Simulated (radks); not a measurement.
All-electron atom: Gd+ in [Xe] 4f7 5d1 6d1 (not the ground configuration).

Method: Dirac Kohn-Sham, PBEsol, spin-unpolarised, spherical densities, point nucleus; open shells fill j = l - 1/2 first; computed with a radial shooting solver on a logarithmic mesh with Libxc functionals.

Energy parts (eV):
| part | energy |
|---|---|
| total | -306830.82 |
| kinetic | 334619.68 |
| electron-nucleus | -753342.02 |
| Hartree | 118577.42 |
| exchange-correlation | -6685.91 |

Orbitals (lengths in bohr, moments of r in powers of bohr; r(max) is where P^2 peaks):
orbital  occ.  eigenvalue (eV)   r(max)      <r^2>
1s1/2       2        -50040.26  0.01392  0.0006551
2s1/2       2        -8265.860  0.07919    0.01022
2p1/2       2        -7849.596  0.05982   0.007420
2p3/2       4        -7154.150  0.06565   0.008654
3s1/2       2        -1839.164   0.2245    0.06821
3p1/2       2        -1658.799   0.2117    0.06353
3p3/2       4        -1516.172   0.2241    0.07061
3d3/2       4        -1204.633   0.1780    0.05636
3d5/2       6        -1173.550   0.1815    0.05834
4s1/2       2        -377.5473   0.5160     0.3454
4p1/2       2        -307.3663   0.5204     0.3634
4p3/2       4        -275.5701   0.5466     0.4022
4d3/2       4        -159.9537   0.5543     0.4612
4d5/2       6        -154.2072   0.5629     0.4765
4f5/2       6         -18.3674   0.5648     0.9633
4f7/2       1         -17.6132   0.5697     0.9939
5s1/2       2         -59.0674    1.197      1.998
5p1/2       2         -39.7316    1.303      2.520
5p3/2       4         -35.3453    1.380      2.842
5d3/2       1         -11.1733    1.868      6.654
5d5/2       0         -10.8201    1.907      6.964
6d3/2       1          -3.6142    6.779      58.70
6d5/2       0          -3.5753    6.853      59.69

The highest occupied level is 6d3/2 at -3.614 eV. The configuration is held as typed, so some empty levels lie below it. The density falls to 0.001 e/bohr^3 at r = 3.76 bohr.
